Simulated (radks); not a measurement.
Fractional charge and spin in the 5p shell of lutetium: the spin-up occupation runs from 2 to 3 and the spin-down occupation from 2 to 3; the fullest corner is Lu+, [Kr] 4d10 4f14 5s2 6s2 5p(up 3, down 3). Method: scalar-relativistic Kohn-Sham, PBE, spin-polarised, spherical densities, finite nucleus; Fermi nuclear charge, rms radius of each element as measured or else 0.836 A^(1/3) + 0.57 fm; computed with a radial shooting solver on a logarithmic mesh with Libxc functionals. Energy (eV) minus the two flat planes that join the four corners (they meet along the diagonal where the two added fractions sum to one electron); zero is where a piecewise linear energy would lie.

\begin{tabular}{lrrrrr}
down \ up & 2 & 2.25 & 2.5 & 2.75 & 3 \\ \hline
2 & 0.000 & -1.310 & -1.740 & -1.299 & 0.000 \\
2.25 & -1.310 & -1.678 & -1.178 & 0.178 & -1.219 \\
2.5 & -1.740 & -1.178 & 0.238 & -1.103 & -1.616 \\
2.75 & -1.299 & 0.178 & -1.103 & -1.559 & -1.204 \\
3 & 0.000 & -1.219 & -1.616 & -1.204 & 0.000 \\
\end{tabular}

Corners above the fullest one (they belong to Lu2+ and the next ion): (up 3, down 2) 46.754 eV, (up 2, down 3) 46.754 eV, (up 2, down 2) 107.90 eV. With half an added electron in each spin the energy lies 0.238 eV from the planes, and with half an added electron in spin up alone -1.740 eV. The planes are only a guide here: the flat-plane condition holds for ground states with one frontier orbital, while this shell lies below other occupied shells, so the corners above the fullest one are inner-hole states and not the ground states of those ions.
